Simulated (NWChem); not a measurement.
System: CH$_{3}$OS, doublet; SMILES C[S]=O

Here is an NWChem input.

```
start job
memory heap 200 mb stack 900 mb global 1100 mb
geometry units angstroms noautoz
  C      0.339292     1.400087     0.000000
  S     -0.517496    -0.217034     0.000000
  O      0.580186    -1.286042     0.000000
  H      0.962827     1.486335     0.894279
  H     -0.423725     2.185369     0.000000
  H      0.962827     1.486335    -0.894279
end
basis spherical
  C library def2-svp
  S library def2-svp
  O library def2-svp
  H library def2-svp
end
dft
  odft
  mult 2
  xc mn15
  grid coarse
  iterations 150
  mulliken
end
task dft gradient
```

Excerpt of the output:

```
             Northwest Computational Chemistry Package (NWChem) 7.3.0
             --------------------------------------------------------

 CS  symmetry detected

                             Geometry "geometry" -> ""
                             -------------------------

 Output coordinates in angstroms (scale by  1.889725989 to convert to a.u.)

  No.       Tag          Charge          X              Y              Z
 ---- ---------------- ---------- -------------- -------------- --------------
    1 C                    6.0000     0.36973618     1.39926565     0.00000000
    2 S                   16.0000    -0.51846220    -0.20081861     0.00000000
    3 O                    8.0000     0.55813856    -1.29105468     0.00000000
    4 H                    1.0000     0.99483628     1.47332291     0.89427900
    5 H                    1.0000    -0.37780302     2.19929559     0.00000000
    6 H                    1.0000     0.99483628     1.47332291    -0.89427900

 Effective nuclear repulsion energy (a.u.)     105.5281250036

      Symmetry information
      --------------------

 Group name             Cs
 Group number              2
 Group order               2
 No. of unique centers     5

                                 NWChem DFT Module
                                 -----------------

 Summary of "ao basis" -> "ao basis" (spherical)
 ------------------------------------------------------------------------------
       Tag                 Description            Shells   Functions and Types
 ---------------- ------------------------------  ------  ---------------------
 C                          def2-svp                 6       14   3s2p1d
 S                          def2-svp                 8       18   4s3p1d
 O                          def2-svp                 6       14   3s2p1d
 H                          def2-svp                 3        5   2s1p

      Symmetry analysis of basis
      --------------------------

        a'         42
        a"         19

            General Information
            -------------------
          SCF calculation type: DFT
          Wavefunction type:  spin polarized.
          No. of atoms     :     6
          No. of electrons :    33
           Alpha electrons :    17
            Beta electrons :    16
          Charge           :     0
          Spin multiplicity:     2
          Use of symmetry is: on ; symmetry adaption is: on
          Maximum number of iterations: 150
          AO basis - number of functions:    61
                     number of shells:    29
          Convergence on energy requested:  1.00D-06
          Convergence on density requested:  1.00D-05
          Convergence on gradient requested:  5.00D-04

              XC Information
              --------------
                         MN15 Method XC Functional
                     Hartree-Fock (Exact) Exchange  0.440
                          MN15 Exchange Functional  1.000
                        MN15 Correlation Potential  1.000

             Grid Information
             ----------------
          Grid used for XC integration:  coarse
          Radial quadrature: Mura-Knowles
          Angular quadrature: Lebedev.
          Tag              B.-S. Rad. Rad. Pts. Rad. Cut. Ang. Pts.
          ---              ---------- --------- --------- ---------
          C                   0.70       35           7.0       302
          S                   1.00       70           8.0       302
          O                   0.60       35          10.0       302
          H                   0.35       35           8.0       302
          Grid pruning is: on
          Number of quadrature shells:   210
          Spatial weights used:  Erf1

      Superposition of Atomic Density Guess
      -------------------------------------

 Sum of atomic energies:        -511.16111987

      Non-variational initial energy
      ------------------------------

 Total energy =    -512.143868
 1-e energy   =    -914.081706
 2-e energy   =     296.409713
 HOMO         =      -0.187745
 LUMO         =       0.099861

   Symmetry analysis of molecular orbitals - initial alpha
   -------------------------------------------------------

  Numbering of irreducible representations:

     1 a'          2 a"

  Orbital symmetries:

     1 a'          2 a'          3 a'          4 a'          5 a'
     6 a'          7 a"          8 a'          9 a'         10 a'
    11 a'         12 a"         13 a'         14 a"         15 a'
    16 a'         17 a"         18 a'         19 a'         20 a'
    21 a'         22 a"         23 a'         24 a"         25 a'
    26 a'         27 a'

   Symmetry analysis of molecular orbitals - initial beta
   ------------------------------------------------------

  Numbering of irreducible representations:

     1 a'          2 a"

  Orbital symmetries:

     1 a'          2 a'          3 a'          4 a'          5 a'
     6 a'          7 a"          8 a'          9 a'         10 a'
    11 a'         12 a"         13 a'         14 a"         15 a'
    16 a'         17 a"         18 a'         19 a'         20 a'
    21 a'         22 a"         23 a'         24 a"         25 a'
    26 a'         27 a'

     ---------------------------------------------
      Total Density - Mulliken Population Analysis
     ---------------------------------------------

    Atom       Charge   Shell Charges
 -----------   ------   -------------------------------------------------------
    1 C    6     6.27   1.99  0.95  0.24  1.97  1.09  0.02
    2 S   16    15.20   2.00  1.99  1.18  0.64  5.93  1.44  1.86  0.14
    3 O    8     8.91   1.99  1.14  0.75  3.00  2.02  0.01
    4 H    1     0.87   0.66  0.19  0.02
    5 H    1     0.88   0.66  0.19  0.02
    6 H    1     0.87   0.66  0.19  0.02

     --------------------------------------------
      Spin Density - Mulliken Population Analysis
     --------------------------------------------

    Atom       Charge   Shell Charges
 -----------   ------   -------------------------------------------------------
    1 C    6     0.01   0.00  0.00  0.00  0.01  0.00  0.00
    2 S   16     0.71   0.00  0.00  0.00  0.00  0.01  0.25  0.44  0.01
    3 O    8     0.23   0.00  0.00  0.00  0.16  0.07  0.00
    4 H    1     0.03   0.02  0.01  0.00
    5 H    1     0.00   0.00  0.00  0.00
    6 H    1     0.03   0.02  0.01  0.00

   convergence    iter        energy       DeltaE   RMS-Dens  Diis-err
 ---------------- ----- ----------------- --------- --------- ---------
 d= 0,ls=0.0,diis     1   -512.6544338472 -6.18D+02  1.32D-02  2.62D-01
                                                     1.47D-02  2.70D-01
 d= 0,ls=0.0,diis     2   -512.4414815078  2.13D-01  9.74D-03  8.19D-01
                                                     1.03D-02  7.23D-01
 d= 0,ls=0.0,diis     3   -512.7620237770 -3.21D-01  1.32D-03  1.43D-02
                                                     1.83D-03  1.83D-02
 d= 0,ls=0.0,diis     4   -512.7690222840 -7.00D-03  6.27D-04  1.70D-03
                                                     5.68D-04  1.17D-03
 d= 0,ls=0.0,diis     5   -512.7698292495 -8.07D-04  2.41D-04  2.06D-04
                                                     2.96D-04  1.04D-04
  Resetting Diis
 d= 0,ls=0.0,diis     6   -512.7699975644 -1.68D-04  1.56D-04  8.22D-05
                                                     1.75D-04  4.53D-05
 d= 0,ls=0.0,diis     7   -512.7700601851 -6.26D-05  1.20D-04  2.45D-05
                                                     9.39D-05  1.15D-05
 d= 0,ls=0.0,diis     8   -512.7700630604 -2.88D-06  4.47D-05  2.32D-05
                                                     7.27D-05  3.52D-05
 d= 0,ls=0.0,diis     9   -512.7700768012 -1.37D-05  3.34D-05  4.91D-06
                                                     3.25D-05  2.26D-06
 d= 0,ls=0.0,diis    10   -512.7700796676 -2.87D-06  3.19D-05  1.02D-06
                                                     4.10D-05  6.50D-07
 d= 0,ls=0.0,diis    11   -512.7700810230 -1.36D-06  2.10D-06  1.17D-08
                                                     2.28D-06  1.08D-08
 d= 0,ls=0.0,diis    12   -512.7700810303 -7.27D-09  5.64D-07  4.21D-10
                                                     5.89D-07  3.31D-10

         Total DFT energy =     -512.770081030315
      One electron energy =     -915.545384261136
           Coulomb energy =      337.736350033775
    Exchange-Corr. energy =      -40.489171806524
 Nuclear repulsion energy =      105.528125003570

 Numeric. integr. density =       32.999994126694

                  Occupations of the irreducible representations
                  ----------------------------------------------

                     irrep           alpha         beta
                     --------     --------     --------
                     a'               13.0         13.0
                     a"                4.0          3.0

                    DFT Final Alpha Molecular Orbital Analysis
                    ------------------------------------------

 Vector   15  Occ=1.000000D+00  E=-4.282996D-01  Symmetry=a'
              MO Center=  4.6D-02, -1.9D-01, -2.0D-15, r^2= 2.9D+00
   Bfn.  Coefficient  Atom+Function         Bfn.  Coefficient  Atom+Function
  ----- ------------  ---------------      ----- ------------  ---------------
    37      0.411847  3 O  py                22      0.294180  2 S  px
    40      0.259720  3 O  py                25      0.244744  2 S  px
     4     -0.234622  1 C  px                18     -0.223743  2 S  s
    52      0.208847  5 H  s                 19      0.157730  2 S  px
    47     -0.119492  4 H  s                 57     -0.119492  6 H  s

 Vector   16  Occ=1.000000D+00  E=-3.221468D-01  Symmetry=a'
              MO Center=  1.4D-01, -5.2D-01,  6.1D-16, r^2= 2.2D+00
   Bfn.  Coefficient  Atom+Function         Bfn.  Coefficient  Atom+Function
  ----- ------------  ---------------      ----- ------------  ---------------
    36      0.416441  3 O  px                37      0.308669  3 O  py
    39      0.305869  3 O  px                18      0.268572  2 S  s
     5      0.252023  1 C  py                40      0.245079  3 O  py
    25     -0.220525  2 S  px                22     -0.217697  2 S  px
     3     -0.201000  1 C  s                  7      0.131947  1 C  px

 Vector   17  Occ=1.000000D+00  E=-2.641630D-01  Symmetry=a"
              MO Center= -1.5D-01, -4.0D-01,  3.9D-16, r^2= 1.9D+00
   Bfn.  Coefficient  Atom+Function         Bfn.  Coefficient  Atom+Function
  ----- ------------  ---------------      ----- ------------  ---------------
    27      0.564131  2 S  pz                24      0.432745  2 S  pz
    38     -0.418142  3 O  pz                41     -0.343902  3 O  pz
    21      0.228049  2 S  pz                47     -0.112267  4 H  s
    57      0.112267  6 H  s                 48     -0.109160  4 H  s
    58      0.109160  6 H  s                  6     -0.087082  1 C  pz

 Vector   18  Occ=0.000000D+00  E= 7.264818D-02  Symmetry=a'
              MO Center= -3.1D-01,  1.1D-01,  4.8D-15, r^2= 3.1D+00
   Bfn.  Coefficient  Atom+Function         Bfn.  Coefficient  Atom+Function
  ----- ------------  ---------------      ----- ------------  ---------------
     3      1.202639  1 C  s                 26     -1.067322  2 S  py
    35     -0.484275  3 O  s                 48     -0.460514  4 H  s
    58     -0.460514  6 H  s                  8     -0.354457  1 C  py
    39      0.336550  3 O  px                23     -0.295930  2 S  py
    36      0.244546  3 O  px                 2      0.212881  1 C  s

 Vector   19  Occ=0.000000D+00  E= 9.876277D-02  Symmetry=a'
              MO Center=  1.1D-01,  6.6D-01,  8.4D-15, r^2= 3.9D+00
   Bfn.  Coefficient  Atom+Function         Bfn.  Coefficient  Atom+Function
  ----- ------------  ---------------      ----- ------------  ---------------
     3      1.921122  1 C  s                 18     -1.130083  2 S  s
    25     -0.915440  2 S  px                53     -0.759420  5 H  s
    48     -0.628508  4 H  s                 58     -0.628508  6 H  s
    35      0.587959  3 O  s                 40      0.380531  3 O  py
     8     -0.291390  1 C  py                37      0.262145  3 O  py

 Vector   20  Occ=0.000000D+00  E= 1.218106D-01  Symmetry=a'
              MO Center=  1.8D-01,  1.4D+00,  3.0D-14, r^2= 3.7D+00
   Bfn.  Coefficient  Atom+Function         Bfn.  Coefficient  Atom+Function
  ----- ------------  ---------------      ----- ------------  ---------------
     3      1.384103  1 C  s                 53     -1.127995  5 H  s
     8      0.940358  1 C  py                48     -0.804965  4 H  s
    58     -0.804965  6 H  s                 25      0.486983  2 S  px
    18      0.472761  2 S  s                 17      0.386355  2 S  s
     5      0.358769  1 C  py                26      0.339667  2 S  py

                     DFT Final Beta Molecular Orbital Analysis
                     -----------------------------------------

 Vector   14  Occ=1.000000D+00  E=-4.149301D-01  Symmetry=a'
              MO Center=  3.0D-02, -4.1D-01, -2.0D-15, r^2= 2.7D+00
   Bfn.  Coefficient  Atom+Function         Bfn.  Coefficient  Atom+Function
  ----- ------------  ---------------      ----- ------------  ---------------
    37      0.425803  3 O  py                22      0.309987  2 S  px
    40      0.271444  3 O  py                25      0.259901  2 S  px
    18     -0.228918  2 S  s                  4     -0.194756  1 C  px
    52      0.183704  5 H  s                 19      0.166215  2 S  px
    35     -0.144122  3 O  s                 47     -0.100452  4 H  s

 Vector   15  Occ=1.000000D+00  E=-3.773572D-01  Symmetry=a"
              MO Center=  1.2D-01, -5.0D-01, -1.6D-15, r^2= 2.0D+00
   Bfn.  Coefficient  Atom+Function         Bfn.  Coefficient  Atom+Function
  ----- ------------  ---------------      ----- ------------  ---------------
    27      0.397693  2 S  pz                38      0.391594  3 O  pz
    24      0.328001  2 S  pz                41      0.279282  3 O  pz
    21      0.182185  2 S  pz                 6     -0.165612  1 C  pz
    47     -0.133232  4 H  s                 57      0.133232  6 H  s
     9     -0.094928  1 C  pz                29     -0.052475  2 S  d -1

 Vector   16  Occ=1.000000D+00  E=-3.064555D-01  Symmetry=a'
              MO Center=  1.5D-01, -5.3D-01,  8.2D-16, r^2= 2.2D+00
   Bfn.  Coefficient  Atom+Function         Bfn.  Coefficient  Atom+Function
  ----- ------------  ---------------      ----- ------------  ---------------
    36      0.419030  3 O  px                39      0.312116  3 O  px
    37      0.306049  3 O  py                18      0.281108  2 S  s
     5      0.255881  1 C  py                40      0.247896  3 O  py
     3     -0.216926  1 C  s                 22     -0.208295  2 S  px
    25     -0.207491  2 S  px                 7      0.138770  1 C  px

[...]

                         DFT ENERGY GRADIENTS

    atom               coordinates                        gradient
                 x          y          z           x          y          z
   1 C       0.698700   2.644229   0.000000    0.004531   0.011338   0.000000
   2 S      -0.979751  -0.379492   0.000000   -0.014426   0.002929   0.000000
   3 O       1.054729  -2.439740   0.000000    0.010625  -0.014219   0.000000
   4 H       1.879968   2.784177   1.689942   -0.001586   0.000566  -0.002869
   5 H      -0.713944   4.156066   0.000000    0.002443  -0.001179   0.000000
   6 H       1.879968   2.784177  -1.689942   -0.001586   0.000566   0.002869
```

Level: MN15/def2-SVP, spin-unrestricted. In the optimisation the excess spin sits in a" (Cs, its own frame). Geometry: optimised at B3LYP/6-31G* (spherical d), spin-unrestricted. No stability test was run on the SCF state.
